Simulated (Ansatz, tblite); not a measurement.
Removing and adding an electron: Al7H. Charge 0, multiplicity 1. Geometry: B3LYP-D4/def2-SVP. Ansatz, gas phase; energy differences of separate SCF runs; the oxidised species was run as a doublet alone; the reduced species was run as a doublet alone.

```
atom    x (Å)    y (Å)    z (Å)
 Al1  -2.0245  -1.2985  -0.6360
 Al2  -0.3101   0.9204  -0.3512
 Al3   0.4722  -1.3434  -1.1864
 Al4   1.3860   0.5112   1.7538
 Al5  -2.9398   0.9324   0.2994
 Al6   2.3353   0.5061  -0.6399
 Al7  -1.1185   0.9385   2.1363
  H8   2.1995  -1.1666  -1.3759
```

The xTB rows come from tblite. LC-ωPBE has ω = 0.4 bohr⁻¹. The structure comes from a short search, and lower isomers may exist.

(1) Estimate orbital energies and vertical ionisation energies and electron affinities at: GFN1-xTB; GFN2-xTB; PBE-D4/def2-TZVP; PBE-D4/def2-TZVPD; PBE0-D4/def2-TZVP; PBE0-D4/def2-TZVPD; LC-ωPBE/def2-TZVPD.

Results:

(1) 
```json
{"level": "GFN1-xTB", "−HOMO (eV)": "6.45", "vertical IE (eV)": "8.47", "−LUMO (eV)": "5.89", "vertical EA (eV)": "3.95", "HOMO–LUMO gap (eV)": "0.57", "IE − EA (eV)": "4.52", "remarks": "–"}
{"level": "GFN2-xTB", "−HOMO (eV)": "6.43", "vertical IE (eV)": "8.74", "−LUMO (eV)": "6.14", "vertical EA (eV)": "3.91", "HOMO–LUMO gap (eV)": "0.29", "IE − EA (eV)": "4.83", "remarks": "–"}
{"level": "PBE-D4/def2-TZVP", "−HOMO (eV)": "4.50", "vertical IE (eV)": "6.36", "−LUMO (eV)": "3.48", "vertical EA (eV)": "–", "HOMO–LUMO gap (eV)": "1.02", "IE − EA (eV)": "–", "remarks": "–"}
{"level": "PBE-D4/def2-TZVPD", "−HOMO (eV)": "4.49", "vertical IE (eV)": "–", "−LUMO (eV)": "3.47", "vertical EA (eV)": "1.79", "HOMO–LUMO gap (eV)": "1.02", "IE − EA (eV)": "–", "remarks": "restricted SCF unstable in HF (singlet)"}
{"level": "PBE0-D4/def2-TZVP", "−HOMO (eV)": "5.11", "vertical IE (eV)": "6.36", "−LUMO (eV)": "3.01", "vertical EA (eV)": "–", "HOMO–LUMO gap (eV)": "2.09", "IE − EA (eV)": "–", "remarks": "restricted SCF unstable in HF (singlet)"}
{"level": "PBE0-D4/def2-TZVPD", "−HOMO (eV)": "5.09", "vertical IE (eV)": "–", "−LUMO (eV)": "3.00", "vertical EA (eV)": "1.85", "HOMO–LUMO gap (eV)": "2.09", "IE − EA (eV)": "–", "remarks": "restricted SCF unstable in HF (singlet)"}
{"level": "LC-ωPBE/def2-TZVPD", "−HOMO (eV)": "6.87", "vertical IE (eV)": "–", "−LUMO (eV)": "1.63", "vertical EA (eV)": "2.11", "HOMO–LUMO gap (eV)": "5.23", "IE − EA (eV)": "–", "remarks": "restricted SCF unstable in HF (singlet), spin-contaminated (⟨S²⟩ 1.01) (-1 doublet)"}
```

Run but left out: LC-ωPBE/def2-TZVP (charge +1 doublet: ⟨S²⟩ 1.41, where a pure state has 0.75).   Raw xTB energy differences between charge states are shifted by several eV; the methods need an empirical correction for them.
